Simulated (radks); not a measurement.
The dysprosium ion Dy3+, configuration [Xe] 4f8 7f1 (not the ground configuration). Calculated with a radial shooting solver on a logarithmic mesh with Libxc functionals: Dirac Kohn-Sham, PBEsol, spin-unpolarised, spherical densities, finite nucleus; open shells fill j = l - 1/2 first; Fermi nuclear charge, rms radius 5.2218 fm.

Unscreened Slater integrals over Kohn-Sham orbitals (cm^-1). Large and small components are both included. Empty in this configuration: 7f7/2.

F0(7f5/2,7f5/2): 17523
F2(7f5/2,7f5/2): 8953.5
F4(7f5/2,7f5/2): 6294.4
F0(7f5/2,4f7/2): 27178
F2(7f5/2,4f7/2): 1996.0
F4(7f5/2,4f7/2): 858.36
G2(7f5/2,4f7/2): 827.87
G4(7f5/2,4f7/2): 605.28
G6(7f5/2,4f7/2): 458.90
F0(7f5/2,4f5/2): 27191
F2(7f5/2,4f5/2): 1978.7
F4(7f5/2,4f5/2): 851.32
G0(7f5/2,4f5/2): 796.03
G2(7f5/2,4f5/2): 829.13
G4(7f5/2,4f5/2): 604.50
F0(7f5/2,5p3/2): 26349
F2(7f5/2,5p3/2): 3597.2
G2(7f5/2,5p3/2): 1790.5
G4(7f5/2,5p3/2): 1256.3
F0(7f5/2,7f7/2): 17518
F2(7f5/2,7f7/2): 8943.2
F4(7f5/2,7f7/2): 6285.7
G2(7f5/2,7f7/2): 8942.6
G4(7f5/2,7f7/2): 6285.4
G6(7f5/2,7f7/2): 4899.0
F0(4f7/2,4f7/2): 264400
F2(4f7/2,4f7/2): 126010
F4(4f7/2,4f7/2): 79114
F6(4f7/2,4f7/2): 56930
F0(4f7/2,4f5/2): 265920
F2(4f7/2,4f5/2): 126770
F4(4f7/2,4f5/2): 79597
G2(4f7/2,4f5/2): 126450
G4(4f7/2,4f5/2): 79405
G6(4f7/2,4f5/2): 57144
F0(4f7/2,5p3/2): 163940
F2(4f7/2,5p3/2): 55647
G2(4f7/2,5p3/2): 27065
G4(4f7/2,5p3/2): 21389
F0(4f7/2,7f7/2): 27206
F2(4f7/2,7f7/2): 2012.2
F4(4f7/2,7f7/2): 869.46
F6(4f7/2,7f7/2): 559.08
G0(4f7/2,7f7/2): 814.38
G2(4f7/2,7f7/2): 848.97
G4(4f7/2,7f7/2): 619.05
G6(4f7/2,7f7/2): 468.96
F0(4f5/2,4f5/2): 267470
F2(4f5/2,4f5/2): 127550
F4(4f5/2,4f5/2): 80098
F0(4f5/2,5p3/2): 164290
F2(4f5/2,5p3/2): 55235
G2(4f5/2,5p3/2): 26471
G4(4f5/2,5p3/2): 20990
F0(4f5/2,7f7/2): 27219
F2(4f5/2,7f7/2): 1995.3
F4(4f5/2,7f7/2): 862.66
G2(4f5/2,7f7/2): 846.08
G4(4f5/2,7f7/2): 615.53
G6(4f5/2,7f7/2): 465.97
F0(5p3/2,5p3/2): 136100
F2(5p3/2,5p3/2): 73835
F0(5p3/2,7f7/2): 26361
F2(5p3/2,7f7/2): 3590.9
G2(5p3/2,7f7/2): 1756.7
G4(5p3/2,7f7/2): 1235.5
F0(7f7/2,7f7/2): 17513
F2(7f7/2,7f7/2): 8933.2
F4(7f7/2,7f7/2): 6277.2
F6(7f7/2,7f7/2): 4892.3
